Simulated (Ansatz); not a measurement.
Gas-phase electronic energies from Ansatz, PBE0-D4/def2-TZVP geometries. CCSD(T)/CBS is the MP2 limit (def2-TZVPP, def2-QZVPP) plus CCSD(T) − MP2 in def2-TZVPP, frozen cores. This one scheme is used for every species. Each species was taken in one conformer, which may not be the lowest.

Consider the isomerisation: `CBC=O` → `B/C=C/O`.

`CBC=O`:

Z-matrix (Å, degrees):
```
C
B 1 1.550
H 1 1.103 2 105.1
H 1 1.091 2 114.7 3 117.0
H 1 1.092 2 113.6 3 -115.0
C 2 1.573 1 121.7 3 -98.2
H 2 1.199 1 121.5 3 82.8
O 6 1.214 2 116.5 1 -86.3
H 6 1.117 2 124.0 1 94.7
```

`B/C=C/O`:

Cartesian coordinates in Å:
```
B -1.579 -0.150 0.027
C -0.190 0.433 -0.073
C 0.875 -0.383 0.063
O 2.161 -0.047 0.005
H -1.702 -1.327 0.225
H -2.559 0.528 -0.086
H 0.001 1.492 -0.251
H 0.756 -1.448 0.242
H 2.238 0.902 -0.154
```

| species | CCSD(T)/def2-TZVPP energy (Eh) |
| --- | --- |
| `CBC=O` | -178.95466 |
| `B/C=C/O` | -178.95581 |

(1) Work out ΔE.

Largest T1 diagnostic among the species: 0.016.

Results:

(1) ΔE = (-178.95581) − (-178.95466) = -0.00115 Eh = -0.7 kcal/mol. CCSD(T)/CBS gives -1.1 kcal/mol.
